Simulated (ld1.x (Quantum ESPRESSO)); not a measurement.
# Cutoff test, nickel, PAW

ld1.x (Quantum ESPRESSO) 7.5 input, shortened:

```
&input
   title='Ni', zed=28., rel=1, dft='WC', iswitch=3,
   config='[Ar] 3d8 4s1 4p0'
 /
 &inputp
   pseudotype=3, lpaw=.true., tm=.true., lloc=-1, rcloc=2.10,
   nlcc=.true., new_core_ps=.true.,
   which_augfun='BESSEL', rmatch_augfun=1.20
 /
6
4S  1  0   1.00   0.00  1.65  1.75  0.0
4S  1  0   0.00   0.30  1.65  1.75  0.0
4P  2  1   0.00   0.00  1.95  2.35  0.0
4P  2  1   0.00   3.20  1.95  2.35  0.0
3D  3  2   8.00   0.00  1.40  1.65  0.0
3D  3  2   0.00  -1.00  1.40  1.65  0.0
 &test
   configts(1)='3d8 4s1 4p0'
 /
```

The pseudo-atom Hamiltonian at the reference potential is diagonalised in spherical Bessel functions j_l(qr) that vanish at 20 bohr, with q² up to the cutoff. All-electron valence levels (Ry): 4s -0.9692, 4p -0.5516, 3d -1.3217.

Problem. How do the lowest levels (Ry) of each channel move with the cutoff, and are there ghosts?

Solution.

```tsv
cutoff (Ry)	s #1	s #2	s #3	p #1	d #1	d #2	f #1	Σ f·Δε (mRy)
8	-0.9657	-0.2533	-0.0890	-0.5515	-0.2532	-0.0894	-0.0511	8551.2
12	-0.9686	-0.2534	-0.1186	-0.5516	-0.4475	-0.1289	-0.0511	6994.3
21	-0.9692	-0.9685	-0.2533	-0.5516	-1.1482	-0.1659	-0.0511	1388.2
30	-0.9899	-0.9691	-0.2533	-0.5516	-1.3006	-0.1705	-0.0511	169.4
40	-1.0010	-0.9691	-0.2533	-0.5516	-1.3210	-0.1715	-0.0511	6.1
50	-1.0031	-0.9691	-0.2533	-0.5516	-1.3212	-0.1715	-0.0511	4.4
70	-1.0052	-0.9691	-0.2533	-0.5516	-1.3217	-0.1715	-0.0511	0.5
90	-1.0055	-0.9691	-0.2533	-0.5516	-1.3217	-0.1715	-0.0511	0.3
400	-1.0063	-0.9691	-0.2533	-0.5516	-1.3217	-0.1715	-0.0511	0.0
```

Result: ghost state, extra bound levels that the all-electron valence spectrum of the same l lacks: s at -13.7 eV (a true bound ghost makes a file unfit for plane-wave use); 10 mRy is reached at 40 Ry and 1 mRy at 70 Ry.

Test run stopped at test 7 of 7 (negative rho), 2 before it not solved.
